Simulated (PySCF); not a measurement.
Job file and geometry (Å, from GFN2-xTB) of an NMR shielding run on SMILES [C@H](CCOC)(C)B(F)F, C$_{5}$H$_{11}$BF$_{2}$O, GIAO PBE0/pcSseg-1 NMR shielding, non-relativistic, gas phase (PySCF); density fitting, a coarse starting grid and PySCF grid level 2 are the driver's defaults:

```
$ OMP_NUM_THREADS=1 python probes_run.py task.json out

{"job": {"kind": "nmr", "xc": "PBE0", "basis": "pcSseg-1"}, "charge": 0, "multiplicity": 1}
C      2.943743     0.829658     0.117281
O      1.790237     0.208069    -0.381887
C      1.050113    -0.464044     0.613687
C     -0.208208    -1.053539    -0.015787
C     -1.101931     0.039786    -0.621066
C     -2.265285    -0.596756    -1.406088
B     -1.677016     1.058653     0.450831
F     -2.171006     2.234586     0.115803
F     -1.758296     0.810441     1.744325
H      2.695362     1.571719     0.887146
H      3.636810     0.096718     0.549907
H      3.420787     1.326334    -0.725157
H      1.662050    -1.265510     1.058047
H      0.779107     0.239651     1.416472
H      0.090293    -1.746608    -0.803934
H     -0.754769    -1.607383     0.748830
H     -0.489493     0.591931    -1.341499
H     -2.885528    -1.197670    -0.744748
H     -2.885897     0.172404    -1.858630
H     -1.876220    -1.237762    -2.193230
```

Question: Write the output of this run.

Answer: 
```
coarse grid: 16600 points
cycle   1  E = -496.2480396261  dE =  9.264e-01  |g| = 8.060e-01  |ddm| = 3.741e+00
cycle   2  E = -496.1524254348  dE =  9.561e-02  |g| = 1.131e+00  |ddm| = 1.334e+00
cycle   3  E = -496.3631626402  dE = -2.107e-01  |g| = 8.685e-02  |ddm| = 8.395e-01
cycle   4  E = -496.3643247768  dE = -1.162e-03  |g| = 4.215e-02  |ddm| = 8.275e-02
cycle   5  E = -496.3646617147  dE = -3.369e-04  |g| = 7.097e-03  |ddm| = 3.290e-02
cycle   6  E = -496.3646684099  dE = -6.695e-06  |g| = 2.998e-03  |ddm| = 6.307e-03
final grid: 160760 points
cycle   7  E = -496.4378904490  dE = -7.137e-05  |g| = 1.295e-02  |ddm| = 2.886e-02
cycle   8  E = -496.4378631284  dE =  2.732e-05  |g| = 1.817e-02  |ddm| = 1.824e-02
cycle   9  E = -496.4379198899  dE = -5.676e-05  |g| = 1.441e-03  |ddm| = 1.146e-02
cycle  10  E = -496.4379203258  dE = -4.359e-07  |g| = 2.084e-04  |ddm| = 1.401e-03
cycle  11  E = -496.4379203346  dE = -8.853e-09  |g| = 6.376e-05  |ddm| = 1.990e-04
cycle  12  E = -496.4379203353  dE = -7.093e-10  |g| = 2.189e-05  |ddm| = 5.307e-05
converged SCF energy = -496.4379203353

GIAO shielding tensors (ppm)
atom      isotropic    diamagn.    paramagn.     s11        s22        s33       span
  0 C      125.296     242.718    -117.421     93.647     98.254    183.987     90.340
  1 O      310.163     400.714     -90.551    284.178    307.633    338.677     54.499
  2 C      110.248     248.625    -138.376     81.800     96.025    152.920     71.120
  3 C      149.448     250.560    -101.112    138.281    143.960    166.103     27.822
  4 C      166.761     254.047     -87.286    152.613    168.298    179.372     26.758
  5 C      169.315     244.750     -75.435    153.995    165.151    188.798     34.803
  6 B       71.472     194.969    -123.497     41.136     80.723     92.558     51.422
  7 F      239.286     467.412    -228.126     63.047    292.635    362.178    299.131
  8 F      248.323     471.203    -222.880     71.004    293.576    380.389    309.385
  9 H       28.489      29.341      -0.852     24.407     26.604     34.457     10.050
 10 H       28.356      27.952       0.404     24.446     25.774     34.847     10.401
 11 H       27.794      28.447      -0.653     23.728     25.165     34.490     10.761
 12 H       28.098      31.683      -3.585     24.106     27.736     32.451      8.345
 13 H       28.518      33.779      -5.260     24.286     29.280     31.989      7.703
 14 H       30.123      33.189      -3.066     25.681     29.662     35.027      9.346
 15 H       30.239      33.095      -2.855     26.958     28.849     34.911      7.953
 16 H       29.821      34.431      -4.610     24.599     30.498     34.367      9.767
 17 H       30.864      28.803       2.061     26.753     28.851     36.989     10.235
 18 H       30.385      27.858       2.527     25.289     28.369     37.498     12.209
 19 H       30.548      29.031       1.517     25.989     28.470     37.184     11.195
```

Size and cost of the density-fitted run: 208 basis functions, 67 s wall time on 1 thread of an Arm Neoverse N1, shared host; peak memory 0.94 GiB.
